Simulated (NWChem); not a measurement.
System: CH₃ClSi, singlet; SMILES C[Si]Cl

All runs: NWChem. Pople sets run with spherical d functions. Low-valent species are run as closed-shell singlets; no triplet was tried in these runs. The geometry was optimised at PBE0/def2-SVP. Gas phase, vertical.

B3LYP/6-31+G*, full TDDFT puts singlet state 4 at 5.79 eV with oscillator strength 0.138.

### Question
Give the wavelength, the transition dipole and the radiative lifetime of that state in vacuum.

### Answer

1. λ = 1239.84/5.79 = 214 nm, or 46700 cm⁻¹.
2. f = (2/3) ΔE μ² in atomic units, so μ = √(1.5 f/ΔE) = 0.99 a.u. = 2.51 D.
3. τ = 1.499 s cm⁻² / (f ν²) = 5.0 ns, for a non-degenerate state that emits at the vertical energy; a higher state like this one mostly decays faster by other paths.
